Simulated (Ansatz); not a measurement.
C2H6OSi2 can be A, `O[SiH2]C#C[SiH3]`, or B, `[SiH3]C1=C[SiH2]O1`.

Gas-phase electronic energies from Ansatz, PBE0-D4/def2-TZVP geometries. CBS: MP2 limit from def2 TZ/QZ plus the TZ coupled-cluster correction, frozen cores. DFT in def2-TZVPP. One conformer a species, not always the lowest.

A:

```xyz
11

O     1.077   -2.664    1.102
Si   -0.350   -2.101    0.519
C    -0.239   -0.326    0.089
C    -0.159    0.849   -0.211
Si   -0.045    2.617   -0.652
H     1.863   -2.530    0.571
H    -0.771   -2.818   -0.711
H    -1.339   -2.290    1.600
H    -0.569    2.813   -2.025
H    -0.844    3.414    0.310
H     1.377    3.038   -0.594
```

B:

Z-matrix (Å, degrees):
```
Si
O 1 1.707
C 1 2.160 2 40.3
C 1 1.831 2 78.8 3 -0.0
H 1 1.484 2 112.4 3 -118.0
H 1 1.484 2 112.3 3 118.0
Si 3 1.878 1 170.2 2 0.1
H 4 1.077 1 147.8 2 180.0
H 7 1.484 3 107.7 1 180.0
H 7 1.484 3 109.6 1 -60.0
H 7 1.484 3 109.6 1 59.9
```

Which is lower in electronic energy at CCSD(T)/CBS, and by how much? (Estimate.)

Ansatz gave: A, by 16.3 kcal/mol.

Give E(B) − E(A) in kcal/mol with CCSD(T)/def2-SVP, MP2/def2-TZVPP, HF/def2-TZVPP, BLYP-D4, PBE0-D4, ωB97M-V, CCSD/def2-TZVPP. (Best estimate.)

The calculation gave: CCSD(T)/def2-SVP 12.6, MP2/def2-TZVPP 17.9, HF/def2-TZVPP 21.9, BLYP-D4 15.4, PBE0-D4 8.8, ωB97M-V 12.9, CCSD/def2-TZVPP 17.0. None reverses the order clearly.

Largest T1 diagnostic: 0.014.

The D4 term adds −1.5 kcal/mol with B3LYP and −0.7 kcal/mol with PBE0; it sums over pairs of atoms, weighted by their polarisabilities, and B3LYP, whose exchange is more repulsive, gets the larger term. In def2-TZVPP, CCSD(T) changes the Hartree–Fock value by −5.8 kcal/mol (the triples alone add −0.9 kcal/mol) and MP2 by −4.0 kcal/mol.

B3LYP here is the variant with VWN-RPA as its local correlation; programs differ in this.
